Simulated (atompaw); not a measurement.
# PBEsol PAW (atompaw) dataset for Rb, scalar-relativistic all-electron reference.

```json
{"Element": "Rb", "Generator": "atompaw 4.2.0.5", "Type": "PAW", "Functional": "PBEsol", "Relativity": "scalar-relativistic", "Frozen core": "[Ar] 3d10 4s2", "Valence charge": "7", "Reference configuration": "4p6 5s0.75 5p0.25", "Partial waves": "5s (bound); 5s channel at 1.85 Ry; 4p (bound); 5p (bound); 4d channel at 0.1 Ry; 4d channel at 1.3 Ry; 4f channel at 0.15 Ry", "Local potential": "ultrasoft scheme with l = 4 at -0.5 Ry, radius 2.95 bohr", "Core correction": "smooth core density matched at 2.10 bohr", "Augmentation charge": "gaussian compensation charge, radius 2.25 bohr; PAW radius 3.00 bohr; waves and projectors: bloechl"}
```

Poles of the logarithmic derivatives, all-electron (AE) and pseudo (PS). s: poles at -2.3, 2.7 (AE) and -1.4, 2.8 (PS) Ry. p: poles at -1.0, 3.8 (AE) and -1.0, 3.7 (PS) Ry. d: poles at 1.0 (AE) and 1.0 (PS) Ry. f: poles at 2.9 (AE) and 3.2 (PS) Ry. Test radius 3.02 bohr.

- Cutoffs needed: 15 Ry and 18 Ry (the cutoffs (Ry, on a coarse ladder) from which the occupation-weighted sum of valence levels, in a spherical-Bessel basis at the reference potential, stays within 10 and 1 mRy of its value at 400 Ry)
- Ghost test: ghost state, extra bound levels that the all-electron valence spectrum of the same l lacks: s at -19.9 eV; a true bound ghost makes a file unfit for plane-wave use (spherical-Bessel basis up to 400 Ry, 20 bohr box)
- Lowest eigenvalue of the overlap operator: 0.14 (s channel)
- Overlap eigenvalues printed by atompaw (projector basis): 0.0457, 0.0787, 1.44, 1.98, 9.35, 23.3, 83.6
- Share of each valence orbital outside the PAW sphere: 5s 90 %, 4p 5 %, 5p 98 %
